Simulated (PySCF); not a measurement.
CH2ClF3Si.

```xyz
8

Si     0.9192     0.5878     0.0000
Cl    -0.3966     2.1655     0.0000
C     -0.0969    -1.0534     0.0000
F     -0.8771    -1.1705    -1.0791
F     -0.8771    -1.1705     1.0791
F      0.7509    -2.0961     0.0000
H      1.7423     0.6058    -1.2348
H      1.7423     0.6058     1.2348
```
Charge 0, spin multiplicity 1.

Geometry: PBE0-D3(BJ)/def2-SVP.

Method: PBE/pcSseg-1 run with PySCF. Non-relativistic, no solvent.

Task: Give the absolute GIAO shielding of each atom: isotropic value and principal components (ppm). (An estimate is asked for; the answer gives what the named calculation found.)

Result: 
```json
[
 {"atom": "Si1", "σ(iso)": "357.9", "σ11": "326.7", "σ22": "342.9", "σ33": "404.0", "span": "77.4"},
 {"atom": "Cl2", "σ(iso)": "987.6", "σ11": "921.0", "σ22": "1002.1", "σ33": "1039.6", "span": "118.6"},
 {"atom": "C3", "σ(iso)": "42.7", "σ11": "39.8", "σ22": "43.5", "σ33": "45.0", "span": "5.2"},
 {"atom": "F4", "σ(iso)": "229.7", "σ11": "141.2", "σ22": "237.1", "σ33": "310.8", "span": "169.6"},
 {"atom": "F5", "σ(iso)": "229.7", "σ11": "141.2", "σ22": "237.1", "σ33": "310.8", "span": "169.6"},
 {"atom": "F6", "σ(iso)": "230.6", "σ11": "138.9", "σ22": "243.7", "σ33": "309.3", "span": "170.4"},
 {"atom": "H7", "σ(iso)": "26.1", "σ11": "22.5", "σ22": "24.6", "σ33": "31.3", "span": "8.8"},
 {"atom": "H8", "σ(iso)": "26.1", "σ11": "22.5", "σ22": "24.6", "σ33": "31.3", "span": "8.8"}
]
```
